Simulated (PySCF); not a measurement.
## Excitation energy of P by level of theory

P [Ne] 3s2 3p3 (4S) → P [Ne] 3s1 3p4 (4P), as a difference of total energies. Calculation: PySCF 2.14, in def2-TZVPPD; no relativity, point nucleus. Correlated levels: valence: [Ne] frozen; valence and next inner shell: 1s2 frozen. The calculations carry no spin-orbit coupling.

```
                                method  excitation energy (eV)  error (eV)
                                   UHF                   7.935      +0.540
                                   LDA                   8.007      +0.612
                                   PBE                   7.908      +0.513
                                  PBE0                   8.007      +0.612
                                r2SCAN                   7.595      +0.200
                                 TPSSh                   7.917      +0.522
                               r2SCAN0                   7.749      +0.354
                                 B97-3                   8.211      +0.816
                                 B3LYP                   8.025      +0.630
                         MP2 (valence)                   8.027      +0.632
                     SCS-MP2 (valence)                   8.049      +0.654
    MP2 (valence and next inner shell)                   8.124      +0.729
SCS-MP2 (valence and next inner shell)                   8.124      +0.729
```

Reference: 7.395 eV (measured; NIST levels, between the centres of gravity of the two terms).

Errors of the correlated levels include the incompleteness of this basis and the frozen core.
